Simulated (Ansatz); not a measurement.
Gas-phase electronic energies from Ansatz, PBE0-D4/def2-TZVP geometries. CCSD(T)/CBS is the MP2 limit (def2-TZVPP, def2-QZVPP) plus CCSD(T) − MP2 in def2-TZVPP, frozen cores. Functionals use def2-TZVPP. B3LYP here is the variant with VWN-RPA as its local correlation; programs differ in this. def2 core potentials past Kr. For Te outer-core shells are correlated without core-valence functions, which leaves a few kJ/mol of doubt a bond. Each species was taken in one conformer, which may not be the lowest.

Reaction (cleavage of the B–Si bond): `B[SiH](C)B[SiH3]` + `NC[TeH]` → `BNC[TeH]` + `C[SiH2]B[SiH3]`

`B[SiH](C)B[SiH3]`:

```xyz
15

B     1.151   -1.834   -0.863
Si   -0.131   -1.082    0.485
C    -1.869   -0.777   -0.166
B     0.896    0.577    0.947
Si    0.502    2.368    0.140
H     2.139   -2.408   -0.509
H     0.992   -1.667   -2.038
H    -0.168   -1.972    1.687
H    -1.836   -0.142   -1.055
H    -2.489   -0.278    0.582
H    -2.357   -1.715   -0.439
H     1.871    0.456    1.632
H    -0.934    2.577   -0.194
H     0.972    3.532    0.942
H     1.262    2.364   -1.150
```

`NC[TeH]`:

```xyz
8

N    -0.841   -0.611    0.769
C     0.321   -0.225    0.014
Te   -0.358    0.723   -1.814
H    -1.316    0.193    1.158
H    -0.600   -1.244    1.521
H     0.881   -1.113   -0.271
H     1.002    0.488    0.491
H     0.912    1.789   -1.867
```

`BNC[TeH]`:

Cartesian coordinates in Å:
```
B 0.454 1.532 -0.312
N -0.388 0.583 0.251
C -0.638 -0.727 -0.259
Te 0.041 -2.339 1.030
H 1.031 1.258 -1.326
H 0.573 2.589 0.232
H -0.855 0.780 1.123
H -1.704 -0.930 -0.382
H -0.142 -0.847 -1.219
H 1.630 -1.900 0.863
```

`C[SiH2]B[SiH3]`:

Cartesian coordinates in Å:
```
C -0.522 -1.639 -0.920
Si -1.200 0.105 -0.787
B -0.259 1.292 0.527
Si 1.563 0.886 1.259
H 0.546 -1.623 -1.146
H -0.660 -2.182 0.018
H -1.029 -2.197 -1.710
H -2.672 0.060 -0.542
H -1.000 0.824 -2.087
H -0.817 2.287 0.892
H 1.294 0.037 2.462
H 2.351 2.068 1.702
H 2.405 0.080 0.333
```

```tsv
level	ΔE (kJ/mol)
B3LYP-D4	-181.4
B3LYP	-182.7
CCSD/def2-TZVPP	-178.5
HF/def2-QZVPP	-181.8
```

(1) What does CCSD(T)/CBS give? (Best estimate.)

Largest T1 diagnostic among the species: 0.015.

## Answers

(1) Ansatz gave: -176.8 kJ/mol. The listed levels differ from it by -4.6, -5.9, -1.7, -5.0 kJ/mol.
